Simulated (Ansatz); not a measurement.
Harmonic frequencies (cm⁻¹) at PBE0-D4/def2-TZVP from Ansatz: 49, 80, 87, 99, 129, 193, 385, 433, 445, 457, 491, 556, 604, 665, 698, 772, 850, 885, 906, 934, 938, 939, 944, 1163, 2195, 2211, 2214, 2222, 2224, 2225, 2229, 2585, 2675.

**Question.** Which molecule is it?
A. `B[SiH2][SiH2][SiH3]`
B. `CC1=N[CH]1[SnH3]`
C. `B[SiH]([SiH3])[SiH3]`
D. `[SiH3]B([SiH3])[SiH3]`

**Answer.** C.
